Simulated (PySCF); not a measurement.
r2SCAN on B (boron, neutral), [He] 2s1 2p1 3d1, one real determinant (an excited configuration). Computed with PySCF 2.14 in aug-cc-pCVTZ-DK, with the spin-free X2C one-electron Hamiltonian (Gaussian nucleus).

```
cycle= 1 E= -24.2210708816014  delta_E= -0.00217  |g|= 0.00586  |ddm|= 0.13
cycle= 2 E= -24.2210799679762  delta_E= -9.09e-06  |g|= 0.000452  |ddm|= 0.0229
cycle= 3 E= -24.221080105358  delta_E= -1.37e-07  |g|= 4.12e-05  |ddm|= 0.00298
cycle= 4 E= -24.2210801079745  delta_E= -2.62e-09  |g|= 6.46e-06  |ddm|= 0.000352
cycle= 5 E= -24.2210801080366  delta_E= -6.21e-11  |g|= 1.11e-06  |ddm|= 3.9e-05
converged SCF energy = -24.2210801080366  <S^2> = 3.7500124  2S+1 = 4.0000062
```

Highest occupied orbital energy: 0.705 eV; ⟨L²⟩ = 8.00; populations by l: s 3.00, p 1.00, d 1.00, f 0.00.

Problem. Can this result be used?

Solution. Not for this state. The run converged. ⟨L²⟩ = 8.00 against 12 for a pure F term, so this real determinant mixes terms. The outer electron is Rydberg-like, and this basis confines it to a smaller radius and binds it less than a complete one would. At r2SCAN the highest occupied level has a positive energy, so only the finite basis holds that electron; for this excited configuration the basis is too tight for the outer shell.
